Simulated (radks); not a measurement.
Species: Au+. Configuration: [Xe] 4f14 5d10. Calculated with a radial shooting solver on a logarithmic mesh with Libxc functionals: Dirac Kohn-Sham, LDA (Slater exchange, Perdew-Wang correlation), spin-unpolarised, spherical densities, point nucleus; speed of light set to 1370.36 atomic units (10 times the physical value, a model run).

Radial electron density D(r) = 4 pi r^2 rho(r):

r (bohr)  D(r) (e/bohr)
0.001508          8.018
0.001995          12.99
0.002661          20.78
0.003549          32.11
0.004733          47.37
0.006313          65.76
0.008419          84.35
0.01123           97.97
0.01498           101.7
0.01982           96.61
0.02643           93.59
0.03525           107.0
0.04702           132.6
0.06271           141.6
0.08364           124.1
0.1116            119.0
0.1488            132.9
0.1969            111.0
0.2626            77.14
0.3502            86.47
0.4671            77.14
0.623             38.80
0.8309            22.38
1.108             18.39
1.478             10.80
1.956             4.489
2.609             1.354
3.479            0.2755
4.64            0.03069

D(r) has 4 maxima, at r = 0.0143, 0.0588, 0.151, 0.385 bohr, and minima at 0.0248, 0.101, 0.278 bohr, inside which lie 1.93, 11.47, 30.52 electrons.
